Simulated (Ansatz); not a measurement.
The same path of CH5BO + ClH (10 atoms, charge 0, multiplicity 1) was run twice with different band settings. Lost on the way: Cl9–H10. Made: B1–Cl9, O2–H10.

Method: RKS CAM-B3LYP-D4/def2-SVP (Ansatz).

Relaxed end points:

```xyz
10
Properties=species:S:1:pos:R:3
B -0.036 -0.512 -0.015
O -0.494 0.183 1.064
H -1.272 -0.203 1.485
C 1.216 0.001 -0.786
H 1.999 -0.776 -0.779
H 0.964 0.157 -1.848
H 1.632 0.931 -0.375
H -0.635 -1.518 -0.332
Cl 1.018 2.851 1.833
H 0.323 1.772 1.618
```

```xyz
10
Properties=species:S:1:pos:R:3
B -0.008 0.441 -0.032
O 0.109 -0.037 1.591
H -0.750 -0.401 1.855
C 1.360 0.053 -0.717
H 1.534 -1.035 -0.693
H 1.339 0.355 -1.776
H 2.226 0.552 -0.253
H -1.024 -0.123 -0.380
Cl -0.279 2.269 0.206
H 0.210 0.811 2.063
```

Common settings: climbing image yes; spring 5.0 eV/Å²; optimiser quadratic models (default); start path through a guess of the saddle point; force threshold 0.03 eV/Å; iteration limit 60; end points relaxed.

| run | movable images |
| --- | --- |
| 1 | 7 |
| 2 | 2 |

Q: What does each run give, and how far can it be trusted?

A: Run 1: converged after 22 iterations, highest image 0.937 eV above the first end. A vibrational analysis at the climbing image gives one clearly imaginary mode, 1039i cm⁻¹: a first-order saddle point.
Run 2: converged after 18 iterations, highest image 0.937 eV above the first end. Another band between the same ends (7 images) ends at a top of the same energy, where a vibrational analysis finds 1 clearly imaginary mode. So few images can step over the top or miss a turn of the path.
The orbitals stay closed-shell, which can raise the energy where a bond breaks towards radicals; this wasn't checked here.
